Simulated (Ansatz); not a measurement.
Geometry optimisation of `[F][Al-]([F])([F])[AsH3+]`.

```yaml
crystal:
  periodic: [false, false, false]
  atoms:
    - {symbol: F, position_ang: [-0.029824, -1.744463, 1.682704]}
    - {symbol: Al, position_ang: [0.754079, -1.271669, 0.279734]}
    - {symbol: F, position_ang: [2.283528, -0.601865, 0.422766]}
    - {symbol: F, position_ang: [0.382407, -2.082935, -1.138662]}
    - {symbol: As, position_ang: [-0.549873, 0.934281, -0.213145]}
    - {symbol: H, position_ang: [-1.652132, 1.402482, 0.725136]}
    - {symbol: H, position_ang: [-1.319036, 1.065386, -1.518871]}
    - {symbol: H, position_ang: [0.222950, 2.241783, -0.295563]}
basis:
  gaussian: {orbitals: def2-TZVP}
hamiltonian: {xc: pbe0, dispersion: d4}
relax: {f_tol: 0.005, max_steps: 150}
```

```sh
$ ansatz run in.yaml --threads 4 --pin off --events-out ev --progress --plain --max-ram 10444MiB
```

Output, abridged:

```
Functional definition: PBE0
mean field -75629.79909858 eV, -2779.3438531539 hartree, gradient 8.0e-5 eV, S^2 0.000000; 0 other end points of the search recorded, 0 dependent functions left out
relax step   1: F+E_penalty+E_count = -75629.93470465 eV  Δ(F+E_penalty+E_count) = +0.000e0 eV  max|allowed force component| = 6.638e-1 eV/Å  Δτ_max = 0.0000 Å  (25 SCF iters, accepted)
mean field -75629.82823858 eV, -2779.3449240290 hartree, gradient 6.6e-6 eV, S^2 0.000000; 0 other end points of the search recorded, 0 dependent functions left out
relax step   2: F+E_penalty+E_count = -75629.96438447 eV  Δ(F+E_penalty+E_count) = -2.968e-2 eV  max|allowed force component| = 4.384e-1 eV/Å  Δτ_max = 0.0466 Å  (30 SCF iters, accepted)
mean field -75629.83485976 eV, -2779.3451673531 hartree, gradient 6.2e-6 eV, S^2 0.000000; 0 other end points of the search recorded, 0 dependent functions left out
relax step   3: F+E_penalty+E_count = -75629.97189449 eV  Δ(F+E_penalty+E_count) = -7.510e-3 eV  max|allowed force component| = 1.314e-1 eV/Å  Δτ_max = 0.0560 Å  (30 SCF iters, accepted)
mean field -75629.83876903 eV, -2779.3453110161 hartree, gradient 5.7e-6 eV, S^2 0.000000; 0 other end points of the search recorded, 0 dependent functions left out
relax step   4: F+E_penalty+E_count = -75629.97565738 eV  Δ(F+E_penalty+E_count) = -3.763e-3 eV  max|allowed force component| = 4.915e-2 eV/Å  Δτ_max = 0.0410 Å  (31 SCF iters, accepted)
mean field -75629.83907813 eV, -2779.3453223750 hartree, gradient 5.6e-6 eV, S^2 0.000000; 0 other end points of the search recorded, 0 dependent functions left out
relax step   5: F+E_penalty+E_count = -75629.97550907 eV  Δ(F+E_penalty+E_count) = +1.483e-4 eV  max|allowed force component| = 1.259e-1 eV/Å  Δτ_max = 0.0130 Å  (32 SCF iters, rejected (line search))
mean field -75629.83945223 eV, -2779.3453361229 hartree, gradient 5.7e-6 eV, S^2 0.000000; 0 other end points of the search recorded, 0 dependent functions left out
relax step   6: F+E_penalty+E_count = -75629.97618502 eV  Δ(F+E_penalty+E_count) = -5.276e-4 eV  max|allowed force component| = 1.233e-2 eV/Å  Δτ_max = 0.0064 Å  (32 SCF iters, accepted)
mean field -75629.83966146 eV, -2779.3453438120 hartree, gradient 5.7e-6 eV, S^2 0.000000; 0 other end points of the search recorded, 0 dependent functions left out
relax step   7: F+E_penalty+E_count = -75629.97627868 eV  Δ(F+E_penalty+E_count) = -9.366e-5 eV  max|allowed force component| = 2.257e-3 eV/Å  Δτ_max = 0.0078 Å  (32 SCF iters, accepted)
mean field -75629.83966146 eV, -2779.3453438120 hartree, gradient 5.7e-6 eV, S^2 0.000000; 1 other end points of the search recorded, 0 dependent functions left out
Total energy: -75629.97631197 eV, -2779.3503656257 hartree
Atom 0 at    -0.034805    -1.711313     1.650505 Å, force    -0.000491     0.001085    -0.002191 eV/Å
Atom 1 at     0.747099    -1.253005     0.271825 Å, force     0.002058    -0.002257     0.002214 eV/Å
Atom 2 at     2.264727    -0.624316     0.425902 Å, force    -0.000874     0.000680     0.000112 eV/Å
Atom 3 at     0.395843    -2.072731    -1.116257 Å, force    -0.000672     0.000503    -0.000027 eV/Å
Atom 4 at    -0.549809     0.942787    -0.219018 Å, force    -0.000145    -0.000223    -0.000133 eV/Å
Atom 5 at    -1.630005     1.374028     0.732703 Å, force    -0.000129    -0.000371     0.001570 eV/Å
Atom 6 at    -1.318482     1.054882    -1.505532 Å, force    -0.000597    -0.000188    -0.001015 eV/Å
Atom 7 at     0.217531     2.232668    -0.296029 Å, force     0.000852     0.000771    -0.000530 eV/Å
Dipole moment:    -0.573683     0.970761    -0.216989 e Å
```

Run time 30 s (4 threads of an Arm Neoverse V1 on a shared host); peak host memory 0.57 GiB.
